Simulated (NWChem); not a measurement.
Correlation energy of diboron tetrachloride (B2Cl4)

```
B
B 1 1.6981
Cl 1 1.7599 2 120.47
Cl 1 1.7599 2 120.47 3 -180.00
Cl 2 1.7599 1 120.47 3 87.12
Cl 2 1.7599 1 120.47 3 -92.88
```
Charge 0, spin multiplicity 1.

Everything below was run with NWChem. Structure: optimised with PBE/def2-SVP, a minimum by its harmonic frequencies. It is one conformer; others weren't searched.

Basis set: cc-pVDZ. Each correlation energy counts from its own Hartree-Fock reference.

```tsv
method	correlation energy (mHa)	difference from CCSD(T)
MP2	-691.8	+73.0
SCS-MP2	-664.4	+100.4
CCSD	-743.3	+21.4
CR-CCSD[T]	-758.9	+5.8
CCSD(T)	-764.7	0.0
CCSD+T(CCSD)	-766.0	-1.2
CR-CCSD(T)	-758.0	+6.7
RI-MP2	-691.9	+72.9
```

The values span 101.6 mHa, from CCSD+T(CCSD) (lowest) to SCS-MP2 (highest). 

The correlated methods keep 22 core orbitals frozen. Coupled-cluster values serve here as a point of comparison, not as the truth.
